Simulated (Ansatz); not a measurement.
```yaml
crystal:
  periodic: [false, false, false]
  atoms:
    - {symbol: Te, position_ang: [-1.557365, 0.559501, -0.788352]}
    - {symbol: H, position_ang: [1.557365, -0.559501, 0.788352]}
basis:
  gaussian: {orbitals: STO-3G, fitting: {mean_field: cc-pVTZ-jkfit}}
total_charge: -2
magnetization: {spin_polarized: true, initial_magnetization: 1}
hamiltonian: {xc: {name: r2SCAN0}, dispersion: d4}
output: {forces: true}
```

```sh
$ ansatz run in.yaml --threads 2 --pin off --events-out ev --progress --plain --max-ram 32768MiB --backend cpu
```

**Question.** How does Ansatz answer? (Best estimate.)

**Answer.** Ansatz gave: The input was rejected before any iteration.
```
Functional definition: r2SCAN0
Error: <dir> the basis set cc-pVTZ-JKFIT has no functions for Te
```
